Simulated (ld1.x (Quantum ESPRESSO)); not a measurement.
**Before and after: ultrasoft potential for bromine (Br)**

- Element: bromine
- Generator: ld1.x (Quantum ESPRESSO) 7.5
- Type: ultrasoft
- Functional: PBEsol
- Relativity: non-relativistic
- Frozen core: [Ar]
- Valence charge: 17
- Reference configuration: 3d10 4s2 4p4.5 (charge +0.5)
- Partial waves: 4s (bound): rcut 1.45, rcutus 1.60 bohr; 4s channel at -1.45 Ry: rcut 1.45, rcutus 1.60 bohr; 4p (bound): rcut 0.95, rcutus 1.30 bohr; 4p channel at -0.45 Ry: rcut 0.95, rcutus 1.30 bohr; 3d (bound): rcut 0.85, rcutus 1.20 bohr; 3d channel at -4.95 Ry: rcut 0.85, rcutus 1.20 bohr
- Local potential: all-electron potential smoothed inside 0.90 bohr (lloc = -1)
- Core correction: none
- Augmentation charge: PSQ, inside the norm-conserving radii

All-electron outer shells of the reference configuration (PBEsol, non-relativistic, ld1.x):

```
shell  level (eV)  outermost node (bohr)  outermost maximum (bohr)
   3p     -176.80                   0.21                      0.49
   3d      -73.70                      –                      0.43
   4s      -24.35                   0.68                      1.45
   4p      -12.53                   0.71                      1.66
```

Change: waves 4p (bound): rcut 0.95, rcutus 1.86 bohr; 4p channel at -0.45 Ry: rcut 0.95, rcutus 1.86 bohr.

Cutoffs: the cutoffs (Ry, on a coarse ladder) from which the occupation-weighted sum of valence levels, in a spherical-Bessel basis at the reference potential, stays within 10 and 1 mRy of its value at 400 Ry; they do not see the model core or the augmentation charge, which bear on the density cutoff. Errors are all-electron minus pseudo energies relative to the spin-unpolarised reference configuration.

Task: Predict the effect on cutoff, ghosts and configuration errors.

Result: The potential gets neither clearly harder nor softer (100 Ry and 160 Ry → 100 Ry and 160 Ry); the bound ghosts move from p, s to s; of the 7 tests that both files solve, the error grows in 0 and shrinks in 3 by more than 15 % and 0.3 meV (median size 9.2 → 8.1 meV). That the errors move this way runs against the usual rule that smaller radii transfer better.

| quantity | base | changed |
| --- | --- | --- |
| cutoff, loose | 100 Ry | 100 Ry |
| cutoff, tight | 160 Ry | 160 Ry |
| loose cutoff by channel (10 mRy a level) | s 6 Ry, p 8 Ry, d 70 Ry | s 6 Ry, p 12 Ry, d 70 Ry |
| bound ghosts | s, p | s |
| error for 3d10 4s2 4p5, meV [ΔE -5.09 eV] | -0.2 | -0.2 |
| error for 3d10 4s2 4p4, meV [ΔE 7.49 eV] | -0.4 | -0.4 |
| error for 3d10 4s2 4p3, meV [ΔE 30.26 eV] | -6.7 | -5.3 |
| error for 3d9 4s2 4p6, meV [ΔE 60.93 eV] | -329 | +185 |
| error for 3d10 4s2 4p1, meV [ΔE 110.18 eV] | -74 | -59 |
| error for 3d10 4s1 4p5, meV [ΔE 19.69 eV] | -9.2 | -8.1 |
| error for 3d10 4s1 4p6, meV [ΔE 6.52 eV] | -13 | -12 |
| lowest overlap eigenvalue by channel | s 0.24, p 0.68, d 1.00 | s 0.24, p 0.46, d 1.00 |

 A true bound ghost makes a file unfit for plane-wave use even where its test errors are small: the radial tests pick states by their node count and pass the ghost by.
